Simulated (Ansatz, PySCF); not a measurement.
C2H8SiZn, SMILES C[CH2][Zn][SiH3].

The structure is a stationary point at TPSSh-D3(BJ)/def2-SVP. The structure was generated by enumeration; whether it is a known compound was not checked. Other conformers were not sampled.

Vertical ionisation energy (IE) and electron affinity (EA) in eV. Rows of orbital energies are one-electron estimates. Where ΔSCF, EOM or ADC give a negative EA the extra electron is unbound and the value depends on the basis.

```tsv
level	IE	EA
−ε(HOMO), −ε(LUMO), CAM-B3LYP/def2-TZVP (PySCF)	[?]	[?]
−ε(HOMO), −ε(LUMO), PBE/def2-TZVP (PySCF)	5.68	1.58
ΔSCF, CAM-B3LYP/def2-SVPD (Ansatz), final states of multiplicity 2 and 2	8.69	-0.59
ΔSCF, PBE/def2-SVPD (Ansatz), final states of multiplicity 2 and 2	8.37	-0.43
```

Fill in the missing entries. (An estimate is asked for; the answer gives what the named calculation found.)


- −ε(HOMO), −ε(LUMO), CAM-B3LYP/def2-TZVP (PySCF), IE: 7.95
- −ε(HOMO), −ε(LUMO), CAM-B3LYP/def2-TZVP (PySCF), EA: 0.02

What vertical singlet–triplet gap does ΔSCF give with CAM-B3LYP/def2-SVPD (Ansatz, a program for electronic structure) and with PBE/def2-SVPD (Ansatz)? (The exact figures need the calculation; the answer reports its results.)

4.43 and 3.99 eV (triplet above singlet where positive).
